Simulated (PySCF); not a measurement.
H2Ga, charge +1, singlet, at a GFN2-xTB geometry (such geometries of metal compounds can be far from the true shape). Base run: HF/STO-3G (PySCF).

Here is a job for PySCF.
```python
from pyscf import gto, scf

mol = gto.M(
    atom='''
Ga    0.000000    0.000000    0.000000
H    -0.000000   -0.000000   -1.563554
H     0.000000    0.000000    1.563554
''',
    basis='sto-3g',
    charge=1,
    spin=0,
    verbose=4,
)

mf = scf.RHF(mol)
mf.kernel()
mo_i, mo_e, stable_i, stable_e = mf.stability(internal=True, external=True, return_status=True, nroots=6, tol=1e-6)
print('internally stable:', stable_i, ' externally stable:', stable_e)
if not stable_e:
    umf = mf.to_uhf() if not hasattr(mf, 'xc') else mf.to_uks()
    umf.scf_summary = {}
    umf.kernel(umf.make_rdm1(mo_e, umf.mo_occ))
```

The bond that is stretched is that between atoms 2 and 1. A test that says stable can miss a lower solution.

Variants of this job, named by their change:

```csv
change,ΔE vs base (kcal/mol),<S^2>,E after following the instability (Eh),<S^2> there,HOMO-LUMO gap (eV),stability test says,outcome
base,0.000,0.000,-,-,13.25,stable,converged
bond × 1.25,40.27,0.000,-1901.73719,0.66,12.33,external instability,converged
bond × 1.5,88.2,0.000,-1901.73668,0.98,11.60,external instability,converged
bond × 1.8,139.3,0.000,-1901.74579,1.00,8.74,external instability,converged
bond × 2.2,183.5,0.000,-1901.74967,1.00,5.85,external instability,converged
bond × 3.0,-,-,-,-,-,-,not converged
```

Where a bond breaks into two radicals, a solution with restricted orbitals usually stops being the lowest and lies too high; an unrestricted one lies lower at the price of spin contamination, which <S^2> shows.
